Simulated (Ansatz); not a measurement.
Level of theory: frozen-core CCSD(T)/def2-TZVPP // PBE-D3(BJ)/def2-SVP (Ansatz, a first-principles code).

Ansatz 0.2 input:
```yaml
crystal:
  periodic: [false, false, false]
  atoms:
    - { symbol: Zr, position_ang: [-0.002554, 0.018214, -0.153407] }
    - { symbol: O, position_ang: [0.248129, -1.731059, -0.887972] }
    - { symbol: H, position_ang: [0.161559, -2.536916, -1.417203] }
    - { symbol: O, position_ang: [-1.418702, 1.072806, -0.891278] }
    - { symbol: H, position_ang: [-2.169985, 1.380878, -1.418184] }
    - { symbol: H, position_ang: [1.594654, 0.966668, -0.431135] }
    - { symbol: H, position_ang: [-0.372816, -0.198847, 1.675104] }
basis:
  gaussian: { orbitals: def2-TZVPP }
correlation:
  method: ccsd_t
```

Output:

```
Functional definition: HF
1088 factors; integrals over basis functions are off by at most 8.2e-4 eV
mean field evaluation 1: about -5402.9393 eV, gradient 5.7e1 eV
mean field evaluation 2: about -5402.9490 eV, gradient 5.7e1 eV
mean field evaluation 4: about -5408.6234 eV, gradient 3.0e0 eV
mean field evaluation 8: about -5408.6660 eV, gradient 1.9e-1 eV
mean field evaluation 16: about -5405.3087 eV, gradient 4.5e1 eV
mean field -5408.66634675 eV, -198.7648221174 hartree, gradient 1.3e-6 eV, S^2 0.000000; 0 other end points of the search recorded, 0 dependent functions left out
2 core orbitals not correlated
reference -5408.66634675 eV, -198.7648221174 hartree; 14, 14 occupied and 158, 158 virtual orbitals, 1088 factors
second order -22.93853193 eV of doubles, -0.00000000 eV of singles
cycle   1  -22.54205874 eV  change    4.0e-1 eV  update   1.4e-1
cycle   2  -23.12261369 eV  change   -5.8e-1 eV  update   5.4e-2
cycle   3  -23.31409738 eV  change   -1.9e-1 eV  update   2.8e-2
cycle   4  -23.29713040 eV  change    1.7e-2 eV  update   8.0e-3
cycle   5  -23.28729571 eV  change    9.8e-3 eV  update   3.0e-3
cycle   6  -23.28911298 eV  change   -1.8e-3 eV  update   9.3e-4
cycle   7  -23.28897291 eV  change    1.4e-4 eV  update   3.3e-4
cycle   8  -23.28878694 eV  change    1.9e-4 eV  update   1.0e-4
cycle   9  -23.28882931 eV  change   -4.2e-5 eV  update   5.4e-5
cycle  10  -23.28883191 eV  change   -2.6e-6 eV  update   2.0e-5
perturbative correction -0.90750134 eV, -0.0333500590 hartree
Total energy: -5432.86268000 eV, -199.6540209635 hartree
```

Cost: very roughly 60 core-seconds.
